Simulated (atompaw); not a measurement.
**Zn: one change to a PAW (atompaw) potential, before and after**

* Element: zinc
* Generator: atompaw 4.2.0.5
* Type: PAW
* Functional: PBE
* Relativity: scalar-relativistic
* Frozen core: [Ar]
* Valence charge: 12
* Reference configuration: 3d10 4s1.5 4p0.5
* Partial waves: 4s (bound): rc 2.65 bohr; 4s channel at 3.2 Ry: rc 2.40 bohr; 4p (bound): rc 2.65 bohr; 4p channel at 0.6 Ry: rc 2.65 bohr; 3d (bound): rc 1.65 bohr; 3d channel at 3.2 Ry: rc 1.65 bohr
* Local potential: bessel scheme, radius 2.45 bohr
* Core correction: smooth core density matched at 2.05 bohr
* Augmentation charge: gaussian compensation charge, radius 2.50 bohr; PAW radius 2.65 bohr; waves and projectors: custom polynom2 7 10 vanderbiltortho

All-electron outer shells of the reference configuration (PBE, scalar-relativistic, ld1.x):

| shell | level (eV) | outermost node (bohr) | outermost maximum (bohr) |
| --- | --- | --- | --- |
| 3s | -130.43 | 0.28 | 0.59 |
| 3p | -84.60 | 0.25 | 0.59 |
| 3d | -11.31 | – | 0.57 |
| 4s | -6.75 | 0.85 | 2.06 |
| 4p | -1.66 | 0.92 | 2.96 |

Change: wave 3d (bound): rc 1.65 bohr becomes 3d (bound): rc 1.82 bohr.

Cutoffs: the cutoffs (Ry, on a coarse ladder) from which the occupation-weighted sum of valence levels, in a spherical-Bessel basis at the reference potential, stays within 10 and 1 mRy of its value at 400 Ry; they do not see the model core or the augmentation charge, which bear on the density cutoff.

Problem. What does the change do?

Solution. The potential gets softer (90 Ry and 260 Ry → 25 Ry and 160 Ry); neither file shows a bound ghost.

```tsv
quantity	base	changed
cutoff, loose	90 Ry	25 Ry
cutoff, tight	260 Ry	160 Ry
bound ghosts	none	none
s: phases at 2.66 bohr within 0.05 rad from the reference energy up to (Ry; the scan ends near 5)	3.5	3.5
p: phases at 2.66 bohr within 0.05 rad from the reference energy up to (Ry; the scan ends near 5)	3.9	3.9
d: phases at 2.66 bohr within 0.05 rad from the reference energy up to (Ry; the scan ends near 5)	0.4	0.4
lowest overlap eigenvalue by channel	s 0.79, p 0.90, d 0.96	s 0.79, p 0.90, d 0.99
```

 The cutoffs see the waves, projectors and local potential, not the compensation charge or the core.
